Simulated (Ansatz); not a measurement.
`CS[SiH2][GeH3]` + `[CH2]1[AlH][SiH2]1` → `[CH3][Al]1[CH2][SiH2]1` + `S[SiH2][GeH3]` at 500 K and 1 bar (formal exchange of groups at a C–S bond).

Calculated with Ansatz (gas phase, PBE0-D4/def2-TZVP geometries, no zero-point term in ΔE). CCSD(T)/CBS adds triple-zeta CCSD(T) − MP2 to the extrapolated MP2 energy (def2 sets, frozen cores). For Ge outer-core shells are correlated without core-valence functions, which leaves a few kJ/mol of doubt a bond. Scalar relativity is left out up to krypton. Each species was taken in one conformer, which may not be the lowest.

| species | CCSD(T)/CBS energy (Eh) | H − E (kJ/mol) | S (J/(mol·K)) |
| --- | --- | --- | --- |
| `CS[SiH2][GeH3]` | -2805.84917 | 263.6 | 463.4 |
| `[CH2]1[AlH][SiH2]1` | -572.08710 | 162.3 | 355.0 |
| `[CH3][Al]1[CH2][SiH2]1` | -611.36603 | 250.7 | 424.0 |
| `S[SiH2][GeH3]` | -2766.59259 | 175.9 | 410.3 |

H − E and S are ideal-gas, rigid-rotor, harmonic terms from PBE0-D4/def2-TZVP, for one conformer and one mirror image of each species. 1 Eh = 2625.50 kJ/mol, R = 8.31446 J/(mol·K).

Question: By hand: ΔE, ΔH, ΔS and ΔG.

Answer: ΔE = (-611.36603) + (-2766.59259) − (-2805.84917) − (-572.08710) = -0.02235 Eh = -58.7 kJ/mol. Δ(H − E) = 250.7 + 175.9 − 263.6 − 162.3 = 0.7, so ΔH = -58.0 kJ/mol. ΔS = 424.0 + 410.3 − 463.4 − 355.0 = 15.9 J/(mol·K). ΔG = -58.0 − 500 × (15.9)/1000 = -66.0 kJ/mol.

Question: By hand: the equilibrium constant, and the temperature at which ΔG would vanish if ΔH and ΔS stayed fixed.

Answer: log₁₀ K = −ΔG/(RT ln 10) = 6.9. ΔH and −TΔS have one sign here, so there is no such temperature.

ΔH outweighs TΔS. A doubt of 5 kJ/mol in ΔE shifts log₁₀ K by 0.5 here. Other conformers and mirror images would add mixing entropy, several J/(mol·K) or more a flexible species. Modes under 60 cm⁻¹, often nearly free rotors, make the harmonic entropy too high. These are equilibria of isolated gas molecules and say nothing of rates. Largest T1 diagnostic: 0.013 (customary marks: 0.02 for closed shells, 0.045 for open ones).
